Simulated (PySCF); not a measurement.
# How methods differ on the excitation energy of V

V [Ar] 3d3 4s2 (4F) → V [Ar] 3d4 4s1 (6D), as a difference of total energies. Computed with PySCF 2.14 in ANO-RCC-VTZP, with scalar relativity by spin-free X2C-1e. Correlated levels: valence and next inner shell: [Ne] frozen. The calculations carry no spin-orbit coupling.

| method | excitation energy (eV) |
| --- | --- |
| UHF | 0.404 |
| MP2 (valence and next inner shell) | -0.176 |
| SCS-MP2 (valence and next inner shell) | 0.577 |
| CCSD (valence and next inner shell) | 0.273 |
| CCSD(T) (valence and next inner shell) | 0.292 |

Task: How much does correlation contribute at CCSD(T) (valence and next inner shell)?

Result: 0.292 − (0.404) = -0.112 eV, measured against UHF.

Errors of the correlated levels include the incompleteness of this basis and the frozen core.

For comparison: 0.245 eV (measured; NIST levels, between the centres of gravity of the two terms).
